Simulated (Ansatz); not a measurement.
BFH2OSi can be A, `FB1O[SiH2]1`, or B, `F[SiH]1BO1`.

Program: Ansatz. Geometries: PBE0-D4/def2-TZVP. ΔE: electronic, gas phase. CBS: MP2 limit from def2 TZ/QZ plus the TZ coupled-cluster correction, frozen cores. DFT in def2-TZVPP. B3LYP here is the variant with VWN-RPA as its local correlation; programs differ in this.

Task: Which is lower in electronic energy at CCSD(T)/CBS, and by how much? (An estimate is asked.)

Result: Ansatz gave: B, by 2.2 kcal/mol.

Task: Give E(B) − E(A) in kcal/mol with MP2/def2-TZVPP, CCSD(T)/def2-TZVPP, B3LYP, ωB97M-V, HF/def2-TZVPP, BLYP-D4, B3LYP-D4. (An estimate is asked.)

Result: The calculation gave: MP2/def2-TZVPP -1.6, CCSD(T)/def2-TZVPP -1.1, B3LYP -0.6, ωB97M-V -1.1, HF/def2-TZVPP -1.1, BLYP-D4 -0.4, B3LYP-D4 -0.6. None reverses the order clearly.

Task: Does the order hold for the free energy at 298.15 K (harmonic terms from PBE0-D4)? (An estimate is asked.)

Result: The calculation gave: Yes: G(B) − G(A) = -1.8 kcal/mol.

Largest T1 diagnostic: 0.015.

Leaving LDA and LC-ωPBE aside and taking each functional with its dispersion term where it has one, the values, not all of them listed here, spread over 1.8 kcal/mol, from B2PLYP to PBE-D4. LDA lies +1.1 kcal/mol from PBE without D4. At CCSD(T), def2-SVP lies +8.9 kcal/mol from the extrapolated value and def2-TZVPP +1.1 kcal/mol.
